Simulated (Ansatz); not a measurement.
Pulling the pair apart

The pair of Ag⁺ (SMILES [Ag+], atom 1) and SbH₃ (SMILES [SbH3], atoms 2–5), both closed shells, in one local arrangement (a lower one may exist), relaxed at PBE0-D4/def2-TZVP:

```xyz
5
angstrom
Ag -0.0185 0.5324 -2.4992
Sb 0.0006 -0.0172 0.0809
H -1.2253 -1.0164 0.6352
H -0.1247 1.2924 1.1190
H 1.3678 -0.7913 0.6641
```

SbH₃ is shifted rigidly along the line between the mean atom positions of the two fragments (negative: closer). Counterpoise interaction energies in kcal/mol. Ansatz 0.2.0; basis: def2-TZVPPD; cores frozen in the correlated methods. Filled d shells of the heavier atoms are correlated. Core potentials replace the inner electrons of the atoms past krypton. The def2 sets are not built for correlating such inner shells, so the correlated values are less sure here. B3LYP uses VWN-RPA correlation.

```csv
shift (Å),PBE0-D4,B3LYP-D4,PBE-D4
-0.26,-43.12,-41.71,-49.52
-0.13,-48.64,-47.79,-54.67
0.00,-50.03,-49.64,-55.75
0.13,-49.02,-49.02,-54.51
0.32,-45.51,-45.95,-50.79
0.66,-37.03,-38.24,-42.23
1.32,-22.36,-24.09,-27.89
2.64,-8.49,-10.42,-15.47
```

**Question.** What does CCSD(T) give at these shifts? (To be estimated.)

**Answer.** By the calculation: -34.20, -40.17, -41.93, -41.26, -38.16, -30.10, -16.24, -4.55 kcal/mol. For zero shift, CCSD(T) at an estimated basis limit (MP2 extrapolated from triple and quadruple zeta, plus CCSD(T) − MP2 in triple zeta) gives -47.38 kcal/mol. These are counterpoise interaction energies, counted from the two frozen fragments.

No T1 diagnostic of these runs exceeds 0.014.

For scale, one of the runs: CCSD(T)/def2-TZVPPD, 163 basis functions, launched by `ansatz run in.yaml --threads 4 --pin off --events-out ev --progress --plain --max-ram 9574MiB`. Hardware: 4 CPU threads of an AMD EPYC 7R43, shared host. Wall time 46 s; peak host memory 1.7 GiB.
